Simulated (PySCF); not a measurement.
Zn(Br)(NH2), SMILES [Zn]([Br])[NH2] at its CAM-B3LYP/def2-SVP optimised geometry (Å):

```
5

Zn     0.0413     0.0477     0.0000
Br     2.2727     0.0477     0.0000
N     -1.7594     0.1681     0.0000
H     -2.2680    -0.1054     0.8364
H     -2.2727    -0.1681    -0.8103
```

Calculation: CAM-B3LYP/def2-TZVP (PySCF). Cells within 0.4 Å of a nucleus heavier than hydrogen are left out (blank, or x).

Map of the HOMO amplitude (bohr^(-3/2)), clipped to [-0.25, 0.25] on the plane z = 0.0 Å; orbital energy -8.68 eV, overall sign arbitrary:

```
|555555555555555555555555555|
|555555555555555555555544444|
|555555555555555555554444444|
|555555555555555555444444444|
|555555555555555554444444444|
|555555555555555544444444444|
|555555555555555544444444444|
|555555555555555544444444444|
|555555556555555544444444444|
|555555666665555544444444444|
|555556788765555544443444444|
|555556899865445554433344444|
|5555567xx7543x65554xx344444|
|5555555xx034xxx5555xx444444|
|5555443100235x3455655555444|
|444444321223444455666555555|
|444444433333444455555555555|
|444444443344444455555555555|
|444444444444444455555555555|
|444444444444444455555555555|
|444444444444444445555555555|
|444444444444444445555555555|
|444444444444444444555555555|
|444444444444444444455555555|
|444444444444444444444555555|
|444444444444444444444444444|
|444444444444444444444444444|
```
Scale: ten equal steps from -0.250 (start of '0') to 0.250 (end of '9'), in the order '0123456789'; x runs from -4.50 to 4.50, y from -4.50 (bottom) to 4.50 (top).
